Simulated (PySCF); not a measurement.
**NaSn⁺: frontier orbitals**

M06 at R = 3.381 Å; basis Na cc-pVDZ, Sn cc-pVDZ-PP with ECP28; scalar-relativistic core potentials; PySCF 2.14. State: ³Π (triplet), unpaired electrons σ ↑, π ↑. Only the outer orbitals are listed, counted within each symmetry, core potentials removing the inner ones.

```csv
spin,orbital,occ.,ε (eV),on Na (%),main shells (%)
α,1δ,1,-33.25,0,100 Sn d
α,3π,1,-33.19,0,100 Sn d
α,1δ,1,-33.11,0,100 Sn d
α,3π,1,-32.83,0,100 Sn d
α,6σ,1,-32.83,0,100 Sn d
α,7σ,1,-16.45,2,98 Sn s
α,8σ,1,-9.52,23,"76 Sn p, 15 Na s"
α,4π,1,-8.91,3,97 Sn p
α,4π,0,-7.36,4,96 Sn p
α,9σ,0,-6.06,94,"77 Na s, 17 Na p"
α,5π,0,-4.55,98,96 Na p
β,1δ,1,-33.14,0,100 Sn d
β,3π,1,-33.06,0,100 Sn d
β,1δ,1,-32.98,0,100 Sn d
β,3π,1,-32.69,0,100 Sn d
β,6σ,1,-32.69,0,100 Sn d
β,7σ,1,-15.81,1,99 Sn s
β,8σ,0,-7.71,42,"56 Sn p, 34 Na s"
β,4π,0,-7.35,4,95 Sn p
β,4π,0,-6.66,6,94 Sn p
```

Problem. Which are the highest filled and the lowest empty level, where do they sit, and how wide is the gap?

Solution. Highest filled α 4π at -8.91 eV (in %: 97 Sn p); lowest empty β 8σ at -7.71 eV (in %: 56 Sn p, 34 Na s); the gap at M06 is 1.20 eV.

| Property | Result |
| --- | --- |
| bond order (Mayer) | 0.43 |
| ⟨S²⟩ | 2.001 |
| charge on Na (Mulliken, basis-dependent) | 0.72 |
| charge on Na (Löwdin, basis-dependent) | 0.62 |
| dipole moment (positive dipole points towards Sn; it is taken about the centre of mass and depends on that origin) | -9.90 D |

Spin–orbit coupling is left out. The state is the lowest determinant that a PBE0 search found; another state may lie lower at other levels.
